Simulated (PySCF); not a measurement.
## Bi²⁺: excitation energy

Bi²⁺ [Xe] 4f14 5d10 6s2 6p1 (2P) → Bi²⁺ [Xe] 4f14 5d10 6s1 6p2 (4P), as a difference of total energies. Computed with PySCF 2.14 in aug-cc-pVQZ-DK3, with the spin-free X2C one-electron Hamiltonian (Gaussian nucleus). Correlated levels: valence: [Xe] 4f14 5d10 frozen. The calculations carry no spin-orbit coupling.

```
           method  excitation energy (eV)
              UHF                   7.758
    MP2 (valence)                   8.394
SCS-MP2 (valence)                   8.634
   CCSD (valence)                   8.541
CCSD(T) (valence)                   8.551
```

**Question.** How much does correlation contribute at CCSD(T) (valence)?

**Answer.** 8.551 − (7.758) = 0.793 eV, measured against UHF.

Spin-orbit coupling is strong in these open shells (close to jj coupling). The scalar numbers leave it out and a first-order estimate fails, so it can dominate the gap to the real levels.
